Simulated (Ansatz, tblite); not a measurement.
Cost and result up the ladder for GeMe3(OiPr) (C6H16GeO) (24 atoms). Total charge 0; singlet. Geometry: PBE-D4/def2-SVP.

```xyz
24

Ge   -0.328   -0.857   -0.819
C    -0.777   -2.108    0.632
H    -0.001   -2.104    1.423
H    -0.851   -3.138    0.227
H    -1.750   -1.841    1.088
C    -1.691   -0.813   -2.222
H    -1.706   -1.766   -2.787
H    -1.476    0.014   -2.927
H    -2.692   -0.644   -1.779
C     1.447   -1.232   -1.583
H     1.779   -0.372   -2.198
H     1.403   -2.131   -2.232
H     2.201   -1.408   -0.791
O    -0.375    0.842   -0.171
C     0.056    1.189    1.139
C    -0.487    2.587    1.432
C     1.582    1.127    1.274
H    -0.385    0.484    1.890
H    -0.069    3.314    0.704
H    -0.221    2.920    2.456
H    -1.590    2.599    1.329
H     1.962    0.097    1.115
H     2.057    1.787    0.519
H     1.911    1.453    2.283
```

Ansatz on 2 threads of AMD EPYC 7R13 on a shared host and a share (18 GiB) of an NVIDIA H100 80GB HBM3; xTB runs through tblite on one thread. Times are rough, summed over both states, and most runs start from the orbitals of an earlier one. PBE0-D4/def2-TZVP serves as the yardstick here, not as an exact answer. The other state is a triplet.

The xTB rows come from tblite.

xTB has no spin-polarisation term.

| level | functions | wall time | vertical triplet (eV) | difference from PBE0-D4/def2-TZVP (eV) |
| --- | --- | --- | --- | --- |
| GFN2-xTB | 53 | 0.024 s | 7.82 | 1.12 |
| GFN1-xTB | 69 | 0.044 s | 7.19 | 0.49 |
| PBE-D4/def2-TZVP (with forces) | 361 | 6.5 s | 6.07 | -0.62 |
| r2SCAN-D4/def2-TZVP | 361 | 8.1 s | 6.52 | -0.18 |
| PBE0-D4/def2-TZVP (with forces) | 361 | 13 s | 6.70 | 0.00 |
